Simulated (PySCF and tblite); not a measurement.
Results of a calculation; reference values are marked as such.
Stationary points of C₄H₁₀Si at PBE0-D3(BJ)/def2-SVP, in Å:

Structure A

```
 1 C     0.277   -1.283   -0.200
 2 C    -1.146   -0.645   -0.184
 3 C    -1.098    0.896   -0.141
 4 Si    0.573    1.264    0.656
 5 C     1.396   -0.222   -0.168
 6 H     0.396   -1.940   -1.076
 7 H     0.385   -1.939    0.678
 8 H    -1.731   -0.988   -1.052
 9 H    -1.690   -1.008    0.702
10 H    -1.072    1.318   -1.160
11 H    -1.977    1.328    0.360
12 H     0.531    1.134    2.148
13 H     1.166    2.594    0.312
14 H     1.677    0.087   -1.190
15 H     2.312   -0.595    0.314
```

Structure B

```
 1 C     0.184   -1.293   -0.067
 2 C    -1.052   -0.537   -0.563
 3 C    -1.177    0.778    0.225
 4 Si    0.629    1.327    0.453
 5 C     1.386   -0.334   -0.077
 6 H     0.372   -2.197   -0.669
 7 H    -0.001   -1.640    0.966
 8 H    -0.925   -0.311   -1.637
 9 H    -1.962   -1.155   -0.481
10 H    -1.821    1.517   -0.275
11 H    -1.619    0.588    1.218
12 H     0.948    1.715    1.863
13 H     1.032    2.463   -0.435
14 H     1.786   -0.233   -1.101
15 H     2.216   -0.681    0.557
```

Geometries: PBE0-D3(BJ)/def2-SVP; energies: PBE0/pcSseg-1 + D3(BJ), IEF-PCM methanol; zero-point and thermal terms from GFN2-xTB harmonic modes (soft modes blended into free rotors).

Q: Which structure is a saddle point, and along which motion?

A: A: one imaginary mode (122i cm⁻¹ at GFN2-xTB, mostly on C1, C2, H7), along the inversion of the 5-membered ring (1–2–3–4–5).

Q: Give their symmetry and energies above the lowest.

A: A Cs, 4.1 kcal/mol; B C2, 0.0 kcal/mol.
